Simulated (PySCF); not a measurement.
CBr$_{4}$, charge -1, doublet, at the geometry of the source list (a state made from the parent by changing its charge; the spin is typed, not shown lowest) (in this run its highest filled SCF level lies above zero, so its values depend strongly on the basis, on diffuse functions most of all). Base run: PBE/STO-3G in PySCF.

PySCF was given this input:
```python
from pyscf import gto, scf, dft

mol = gto.M(
    atom='''
Br    1.88530000   -0.43270000   -0.15840000
C    -0.00000000   -0.00000000   -0.00000000
Br   -0.26770000    1.88070000   -0.39740000
Br   -0.59920000   -0.37070000    1.80840000
Br   -1.01850000   -1.07720000   -1.25260000
''',
    basis='sto-3g',
    charge=-1,
    spin=1,
    verbose=3,
)

mf = dft.UKS(mol)
mf.xc = 'pbe'
mf.kernel()
mf.analyze()
```

Each row names what was changed in the base input (with any setting that the change needs).

```csv
change,ΔE vs base (mEh),fitting functions
base,0.000,-
auxbasis = def2-universal-jfit,-41.796,281
auxbasis = even-tempered beta=2.0,-1.987,790
auxbasis = autoaux,-1.127,1058
auxbasis = even-tempered beta=3.0,-523.9,553
auxbasis = def2-universal-jkfit,-7.363,1139
auxbasis = cc-pvtz-jkfit,-9.831,907
auxbasis = cc-pvtz-ri,-39292.2,745
auxbasis = def2-svp-ri,-36953.1,556
auxbasis = default (with mf = mf.density_fit()),-7.363,1139
```

A fitting set is made for a task (jfit for Coulomb, jkfit for Coulomb and exchange, ri for correlation) and for a family of orbital bases.

Open shells are given as the SCF converged; they aren't shown to be the lowest states, and a large step between rows can be another state.
